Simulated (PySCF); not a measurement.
A structure optimised at PBE-D3(BJ)/def2-SVP, used in a PySCF frequency run:

```
Si
F 1 1.6436
H 1 1.4985 2 108.56
C 1 1.8985 3 110.84 2 -122.83
F 4 1.3903 1 111.31 3 44.90
H 4 1.1146 5 109.71 1 -123.09
H 4 1.1156 6 107.20 5 119.55
C 1 1.9340 3 109.96 2 120.31
O 8 1.2219 1 117.56 3 69.94
H 8 1.1374 9 120.71 1 -179.64
```
Charge 0, spin multiplicity 1.

Q: Write its SMILES and formula.

A: O=C[Si@@H](F)CF, C₂H₄F₂OSi

Q: What are its rotational constants (standard atomic weights)?

A: 3.5770, 1.9360, 1.3453 GHz
